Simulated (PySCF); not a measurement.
**Badger's rule along the second period: bonds to I**

PBE0 in PySCF with def2-TZVPP on every atom (core potentials on I), for the lowest determinant that a PBE0 search found; no spin–orbit coupling. Badger's rule says that Re = d + c·k^(−1/3) for bonds between atoms of fixed rows.

```json
{"molecule": "IO", "state (unpaired electrons)": "doublet (π ↑)", "Re (Å)": "1.867", "k (mdyn/Å)": "4.07"}
{"molecule": "IF", "state (unpaired electrons)": "singlet (closed shell)", "Re (Å)": "1.904", "k (mdyn/Å)": "?"}
{"molecule": "CI", "state (unpaired electrons)": "doublet (π ↑)", "Re (Å)": "2.020", "k (mdyn/Å)": "?"}
{"molecule": "BI", "state (unpaired electrons)": "singlet (closed shell)", "Re (Å)": "2.131", "k (mdyn/Å)": "?"}
{"molecule": "BeI", "state (unpaired electrons)": "doublet (σ ↑)", "Re (Å)": "2.190", "k (mdyn/Å)": "?"}
{"molecule": "LiI", "state (unpaired electrons)": "singlet (closed shell)", "Re (Å)": "2.390", "k (mdyn/Å)": "0.982"}
```

Question: Fix c and d from IO and LiI.

Answer: c = (2.39 − 1.867)/(0.982^(−1/3) − 4.07^(−1/3)) = 1.377, d = 1.867 − c·4.07^(−1/3) = 1.004 Å.

Question: Predict k of the others and set the computed values beside them.

Answer: 

```json
{"molecule": "IF", "k by the rule": "3.59", "k computed": "3.94", "difference (%)": "-9"}
{"molecule": "CI", "k by the rule": "2.49", "k computed": "2.75", "difference (%)": "-9"}
{"molecule": "BI", "k by the rule": "1.83", "k computed": "2.02", "difference (%)": "-10"}
{"molecule": "BeI", "k by the rule": "1.57", "k computed": "1.81", "difference (%)": "-13"}
```

The rule misses by 10 % on average; it knows nothing of spin state or of how ionic a bond is, and both change along this series.

Spin–orbit coupling is left out. States were picked by a PBE0 search and need not be the measured ground states.
